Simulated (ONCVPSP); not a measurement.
**H: ONCV pseudisation with PBE, scalar-relativistic reference atom.**

Input for ONCVPSP 4.0.1:

```
# ATOM AND REFERENCE CONFIGURATION
# atsym  z   nc   nv     iexc    psfile
  H 1.00    0    1        4      upf
#
#   n    l    f
    1    0    1.00
#
# PSEUDOPOTENTIAL AND OPTIMIZATION
# lmax
    1
#
#   l,   rc,      ep,       ncon, nbas, qcut
    0    1.05    0.00    5    8    6.80
    1    0.80    0.04    4    8   12.10
#
# LOCAL POTENTIAL
# lloc, lpopt,  rc(5),   dvloc0
    4    5    0.75    3.00
#
# VANDERBILT-KLEINMAN-BYLANDER PROJECTORs
# l, nproj, debl
    0    2    2.60
    1    3    1.40
#
# MODEL CORE CHARGE
# icmod, fcfact, rcfact
    0    0.00    0.00
#
# LOG DERIVATIVE ANALYSIS
# epsh1, epsh2, depsh
   -2.00    5.00    0.02
#
# OUTPUT GRID
# rlmax, drl
    6.00    0.01
#
# TEST CONFIGURATIONS
# ncnf
    1
# nvcnf
#   n    l    f
    1
    1    0    0.50
#
```

Command:

```bash
oncvpsp.x < H.dat > H.out
```

Output (shortened: citation, most of the input echo, consistency checks and plot data are left out):

```
ONCVPSP  (Optimized Norm-Conservinng Vanderbilt PSeudopotential)
scalar-relativistic version 4.0.1

#   n    l    f        energy (Ha)
    1    0    1.00    -2.3860194E-01

Reference configufation results
  iterations    22
  all-electron total energy (Ha)   -4.58934602D-01

Begin loop to  construct optimized pseudo wave functions
and semi-local pseudopoentials for all angular momenta

   Wellstate for l =  0  n =  3
     eigenvalue =   2.3614
     asymptotic potential =   2.8614
     half-point radius =  3.0315

Calculating optimized projector #   1

 for l=   0

    Fraction of norm inside rc  0.319581
    Optimizing pswf for qcut=   6.81 a_B^-1,  ecut=  23.18 Ha
    Residual kinetic energy error=  3.58D-04 Ha

    Energy error per electron        Cutoff
         Ha          eV             Ha
         0.01000     0.27211        9.07
         0.00100     0.02721       18.50
         0.00010     0.00272       52.00
         0.00001     0.00027      129.92

Calculating optimized projector #   2

 for l=   0

    Fraction of norm inside rc  0.093985
    Optimizing pswf for qcut=   6.81 a_B^-1,  ecut=  23.18 Ha
    Residual kinetic energy error=  6.91D-04 Ha

    Energy error per electron        Cutoff
         Ha          eV             Ha
         0.01000     0.27211       11.57
         0.00100     0.02721       21.70
         0.00010     0.00272       31.92
         0.00001     0.00027       76.61

   Wellstate for l =  1  n =  2
     eigenvalue =   0.0400
     asymptotic potential =   0.5400
     half-point radius = 20.7223

   Wellstate for l =  1  n =  3
     eigenvalue =   1.4400
     asymptotic potential =   1.9400
     half-point radius =  3.4838

   Wellstate for l =  1  n =  4
     eigenvalue =   2.8400
     asymptotic potential =   3.3400
     half-point radius =  3.4262

Calculating optimized projector #   1

 for l=   1

    Fraction of norm inside rc  0.000490
    Optimizing pswf for qcut=  12.09 a_B^-1,  ecut=  73.10 Ha
    Residual kinetic energy error=  6.37D-10 Ha

    Energy error per electron        Cutoff
         Ha          eV             Ha
         0.01000     0.27211        0.27
         0.00100     0.02721        1.05
         0.00010     0.00272        3.31
         0.00001     0.00027        8.80

Calculating optimized projector #   2

 for l=   1

    Fraction of norm inside rc  0.025822
    Optimizing pswf for qcut=  12.09 a_B^-1,  ecut=  73.10 Ha
    Residual kinetic energy error=  5.04D-08 Ha

    Energy error per electron        Cutoff
         Ha          eV             Ha
         0.01000     0.27211        4.06
         0.00100     0.02721        8.50
         0.00010     0.00272       19.64
         0.00001     0.00027       36.65

Calculating optimized projector #   3

 for l=   1

    Fraction of norm inside rc  0.037432
    Optimizing pswf for qcut=  12.09 a_B^-1,  ecut=  73.10 Ha
    Residual kinetic energy error=  1.35D-07 Ha

    Energy error per electron        Cutoff
         Ha          eV             Ha
         0.01000     0.27211        6.22
         0.00100     0.02721       12.07
         0.00010     0.00272       25.23
         0.00001     0.00027       42.94

Construct Vanderbilt / Kleinmman-Bylander projectors

B matrix Hermiticity error, ll=   0
   1   2   -4.9568E-05

  Orthonormal projector coefficients -4.3524E+00 -1.7995E+00

B matrix Hermiticity error, ll=   1
   1   2    4.5401E-07
   1   3   -1.5048E-06
   2   3    7.0112E-06

  Orthonormal projector coefficients -6.4092E+01 -3.2416E+00 -9.1134E-01

Pseudoatom total energy   -0.458698

Diagnostic tests using Vanderbilt-Kleinman-Bylander pseudopotentials
  1 or more projectors used as specified by nproj input data

   l    rcore       rmatch      e in        delta e   norm test  slope test

   0   1.0519859   1.0839265  -0.2386019  -0.0000023   1.0000098   1.0000452
   0   1.0519859   1.0839265   2.3613981  -0.0000010   1.0000851   1.0000851

   1   0.8037126   0.8281151   0.0400000  -0.0018917   1.0000609   1.0000609
   1   0.8037126   0.8281151   1.4400000  -0.0019598   1.0000866   1.0000866
   1   0.8037126   0.8281151   2.8400000  -0.0020048   1.0001205   1.0001205

 Testing for bound ghosts
   n   l    E NL Schr. Eq   E Basis Diag.   E Cutoff

   1   0       -0.238604       -0.164654    235.52

 Testing for highly-localized positive-energy ghosts
       l    <radius>/rc     E Basis Diag.   E Cutoff

Test configuration 0

   n   l     f        eae           eps        diff
   1   0  1.0000   -0.23860194   -0.23860424   -2.30D-06

    Total energies and differences
      AE_ref= -4.58934602D-01  AE_tst= -4.58934602D-01  dif=  0.00D+00
      PS_ref= -4.58697782D-01  PS_tst= -4.58697782D-01  dif=  8.33D-16
      PSP excitation error= -8.33D-16

Test configuration 1

   n   l     f        eae           eps        diff
   1   0  0.5000   -0.46601318   -0.46585479    1.58D-04

    Total energies and differences
      AE_ref= -4.58934602D-01  AE_tst= -2.83946893D-01  dif=  1.75D-01
      PS_ref= -4.58697782D-01  PS_tst= -2.83739083D-01  dif=  1.75D-01
      PSP excitation error=  2.90D-05
```

The run took about 3.8 s on one core of a shared server CPU.
